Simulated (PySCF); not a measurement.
Which level of theory gave which numbers?

Species: C3H14Si3.
SMILES: `[SiH]([SiH3])(CCC)[SiH3]`

The closed-shell ground state was solved 7 times with PySCF (density fitting, gas phase), always in the pcSseg-1 basis (193 functions), with these functionals: B97-2, BHandHLYP, CAM-B3LYP, HF, LC-wPBE, PBE and wB97X-D. The structure is a single PBE0-D3(BJ)/def2-SVP conformer in the gas phase; no vibrational or solvent corrections.

| row | total energy (Eh) | HOMO (eV) | LUMO (eV) | dipole (D) |
| --- | --- | --- | --- | --- |
| P | -991.1075 | -8.99 | 0.93 | 1.21 |
| Q | -991.1248 | -9.53 | 1.53 | 1.21 |
| R | -990.8327 | -10.27 | 1.94 | 1.18 |
| S | -991.1695 | -7.54 | -0.15 | 1.25 |
| T | -988.4709 | -10.23 | 3.01 | 1.24 |
| U | -990.5376 | -6.69 | -0.94 | 1.28 |
| V | -991.0765 | -8.72 | 0.77 | 1.22 |

Task: Which functional belongs to which row?

Result: P = CAM-B3LYP, Q = wB97X-D, R = LC-wPBE, S = B97-2, T = HF, U = PBE, V = BHandHLYP. By rising HOMO–LUMO gap: PBE (GGA) 5.75 eV; B97-2 (global hybrid, 21 % exact exchange) 7.39 eV; BHandHLYP (global hybrid, 50 % exact exchange) 9.49 eV; CAM-B3LYP (range-separated hybrid) 9.92 eV; wB97X-D (range-separated hybrid) 11.06 eV; LC-wPBE (range-separated hybrid) 12.21 eV; HF (all exact exchange) 13.24 eV. Total energies of different functionals aren't bounds to one another; each is stationary for its own functional.

The values belong to the conformer `[CH3:1][CH2:2][CH2:3][SiH:4]([SiH3:5])[SiH3:6]`: C1–C2–C3–Si4 59°, C2–C3–Si4–Si5 -77°.

The pairwise dispersion term of wB97X-D wasn't added to the energies; at a given geometry it leaves orbitals and properties as they are.
